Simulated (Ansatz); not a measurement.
## Abstraction of Cl: CHCl2I + C3H5 → CHClI + C3H5Cl

Species: CHCl2I (dichloroiodomethane) `ClC(Cl)I`, singlet; C3H5 `C=[C]C`, doublet; CHClI `Cl[CH]I`, doublet; C3H5Cl (2-chloropropene) `C=C(C)Cl`, singlet. A radical takes Cl: the energy is the difference in strength between two C–Cl bonds in different surroundings.

Shapes, held fixed at every level: PBE0-D4/def2-TZVP. Programs: Ansatz 0.2.0. The zero-point and thermal change to 298 K, harmonic and unscaled (PBE0-D4/def2-TZVP), is +2.2 kJ/mol.

| level | kind | ΔH(298 K) (kJ/mol) | CPU time (sum over the molecules) |
| --- | --- | --- | --- |
| HF/def2-SVP | Hartree–Fock | -76.2 | – |
| r2SCAN-D4/def2-TZVPP | meta-GGA | -85.3 | 35 s |
| B3LYP-D4/def2-TZVPP | global hybrid | -84.5 | 28 s |
| r2SCAN0-D4/def2-TZVPP | global hybrid | -87.3 | 36 s |
| wB97M-V/def2-TZVPP | range-separated hybrid | -85.2 | 75 s |
| wB97X-V/def2-TZVPP | range-separated hybrid | -88.3 | 55 s |
| B2PLYP/def2-TZVPP | double hybrid | -86.4 | 36 s |

B2PLYP/def2-TZVPP gives ΔH(298 K) = -86.4 kJ/mol; the levels span -88.3 to -76.2. The median of the levels is -85.3. No measured value is set beside it here. Spin contamination: C3H5 (⟨S²⟩ up to 0.91). Open shells run unrestricted unless RO is named. For atoms past krypton def2 sets carry core potentials with scalar relativity. Correlated rows may include outer-core shells of I, which these sets cover unevenly. Times are processor times on shared x86 and Arm servers, and rough.
